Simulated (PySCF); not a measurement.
**Calculated properties of `O=C[SiH2]S`**

Species: CH4OSSi.
SMILES with atom numbers: `[O:1]=[CH:2][SiH2:3][SH:4]` (hydrogens: H5 on C2; H6, H7 on Si3; H8 on S4)

Geometry (GFN2-xTB, Å), atoms numbered from 1 in this order:
```
atom  x, y, z in Å
O1     0.7714   -1.7173    0.0107
C2     1.0601   -0.5549   -0.1145
Si3   -0.2428    0.8560   -0.0294
S4    -2.0611   -0.1958    0.3039
H5     2.1165   -0.2699   -0.2856
H6    -0.2523    1.5545   -1.3072
H7     0.0879    1.7244    1.0918
H8    -1.4708   -1.3875    0.3057
```

Structural features include: Si–H bond and C–Si bond.

From GFN2-xTB geometry:

| Property | Result |
| --- | --- |
| Point group of the GFN2-xTB geometry | Cs |
| Rotational constants A, B, C of the GFN2-xTB geometry | 7.073, 3.201, 2.262 GHz |

**B3LYP/def2-SVPD ground state and vertical TDDFT (core frozen in the response) (PySCF)**

| Quantity | Value |
| --- | --- |
| Dipole moment | 2.56 D |
| HOMO energy | -7.28 eV |
| LUMO energy | -2.25 eV |
| HOMO–LUMO gap | 5.03 eV |
| Lowest singlet excitation | 3.37 eV (368 nm, f = 0.000) |
| Strongest line among the 8 lowest singlet transitions | S7 at 6.38 eV (194 nm, f = 0.044) |
| Lowest triplet excitation (Tamm–Dancoff) | 2.70 eV |
| Static isotropic polarisability | 63.7 au |
| Electronic spatial extent ⟨r²⟩ about the centre of nuclear charge | 529 bohr² |

Monoisotopic mass (most abundant isotopes): 91.9752 u.

No computed singlet falls in the visible range (750 to 380 nm, 1.65 to 3.26 eV); S1 lies 0.11 eV above its blue end. The polarisability is 9.44 Å³ as a volume (1 au = 0.148185 Å³), or 1.33 au for each of the 48 electrons. S1 lies 1.66 eV below the HOMO–LUMO gap; its leading configuration is HOMO−1→LUMO, weight 0.99. The principal polarisabilities are 51.2, 66.1 and 73.9 au; their mean is the isotropic value. The vertical singlet–triplet gap S1 − T1 is 0.67 eV (TDDFT singlet less Tamm–Dancoff triplet; S1: HOMO−1→LUMO, weight 0.99; T1: HOMO−1→LUMO, weight 0.99).

Isolated species at its GFN2-xTB geometry (one conformer only).
